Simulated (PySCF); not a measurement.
Atoms are numbered as in `[CH3:1][C:2]([CH3:3])([CH3:4])[C:5]([F:6])([F:7])[CH2:8][F:9]`. Each H is labelled by its parent atom.

Single conformer, non-relativistic Hamiltonian, isolated molecule, rapidly exchanging positions averaged. NMR shieldings at PBE0/pcSseg-1/GIAO; GFN2-xTB geometry; PySCF.

Chemical shifts δ = σref − σ; 13C (σ = 186.93 ppm) and 1H (σ = 31.72 ppm) vs TMS; 19F (σ = 170.95 ppm) against CFCl3, all at this level.

```json
{"atoms": "C2", "nucleus": "13C", "count": "1", "δ (ppm)": "41.6"}
{"atoms": "C5", "nucleus": "13C", "count": "1", "δ (ppm)": "130.3"}
{"atoms": "C8", "nucleus": "13C", "count": "1", "δ (ppm)": "89.6"}
{"atoms": "H(C8)", "nucleus": "1H", "count": "2", "δ (ppm)": "?"}
{"atoms": "F9", "nucleus": "19F", "count": "1", "δ (ppm)": "?"}
{"atoms": "C1/C3/C4", "nucleus": "13C", "count": "3", "δ (ppm)": "25.3"}
{"atoms": "F6/F7", "nucleus": "19F", "count": "2", "δ (ppm)": "-137.1"}
{"atoms": "H(C1)/H(C3)/H(C4)", "nucleus": "1H", "count": "9", "δ (ppm)": "1.23"}
```

Q: Fill in the missing shifts.

A: 
- H(C8): 5.06 ppm, hydrogen on an sp3 CH2 bonded to F; its carbon carries F, an electronegative neighbour
- F9: -262.9 ppm, fluorine on an sp3 carbon

Shifts are as computed. Against solution values, carbons near 30 ppm lie about +3 ppm off and those near 130 ppm about +5 ppm. Of 1211 compounds with measured shifts, 218 miss one by over three times the rms of a fit or turn the order of signals round; such compounds aren't used in these exercises. Unscaled 19F shifts against computed CFCl3 carry errors that often reach 10 to 50 ppm.
